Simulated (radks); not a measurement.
Effect of the nuclear size on neutral mercury, [Hg]. Method: Dirac Kohn-Sham, BLYP, spin-unpolarised, spherical densities, finite nucleus; Fermi nuclear charge, rms radius 5.4648 fm; computed with a radial shooting solver on a logarithmic mesh with Libxc functionals. The rms radius is varied about that value; shifts are against it.

[
 {"rms radius (fm)": "4.6232", "total energy shift (eV)": "-30.8", "density at nucleus (e/bohr^3)": "2.491e+06", "1s1/2 shift (meV)": "-12300", "2s1/2 shift (meV)": "-1840", "4p1/2 shift (meV)": "-1.73", "5s1/2 shift (meV)": "-20.7", "5p1/2 shift (meV)": "0.554", "6s1/2 shift (meV)": "-1.36", "6p1/2 (empty) shift (meV)": "0.369"},
 {"rms radius (fm)": "4.9238", "total energy shift (eV)": "-20.2", "density at nucleus (e/bohr^3)": "2.427e+06", "1s1/2 shift (meV)": "-8070", "2s1/2 shift (meV)": "-1200", "4p1/2 shift (meV)": "-1.13", "5s1/2 shift (meV)": "-13.5", "5p1/2 shift (meV)": "0.362", "6s1/2 shift (meV)": "-0.887", "6p1/2 (empty) shift (meV)": "0.242"},
 {"rms radius (fm)": "5.4648", "total energy shift (eV)": "0", "density at nucleus (e/bohr^3)": "2.325e+06", "1s1/2 shift (meV)": "0.000", "2s1/2 shift (meV)": "0.000", "4p1/2 shift (meV)": "0.000", "5s1/2 shift (meV)": "0.000", "5p1/2 shift (meV)": "0.000", "6s1/2 shift (meV)": "0.000", "6p1/2 (empty) shift (meV)": "0.000"},
 {"rms radius (fm)": "5.9293", "total energy shift (eV)": "18.3", "density at nucleus (e/bohr^3)": "2.248e+06", "1s1/2 shift (meV)": "7320", "2s1/2 shift (meV)": "1090", "4p1/2 shift (meV)": "1.04", "5s1/2 shift (meV)": "12.3", "5p1/2 shift (meV)": "-0.326", "6s1/2 shift (meV)": "0.804", "6p1/2 (empty) shift (meV)": "-0.219"},
 {"rms radius (fm)": "6.7272", "total energy shift (eV)": "51.7", "density at nucleus (e/bohr^3)": "2.134e+06", "1s1/2 shift (meV)": "20700", "2s1/2 shift (meV)": "3080", "4p1/2 shift (meV)": "2.96", "5s1/2 shift (meV)": "34.7", "5p1/2 shift (meV)": "-0.918", "6s1/2 shift (meV)": "2.27", "6p1/2 (empty) shift (meV)": "-0.619"}
]

Slopes of the eigenvalues against <r^2> in GHz/fm^2, as finite differences over the two radii next to the reference (eigenvalue slopes, not the field-shift constants of lines): 1s1/2 341000, 2s1/2 50800, 4p1/2 48.1, 5s1/2 572, 5p1/2 -15.2, 6s1/2 37.5, 6p1/2 (empty) -10.2.
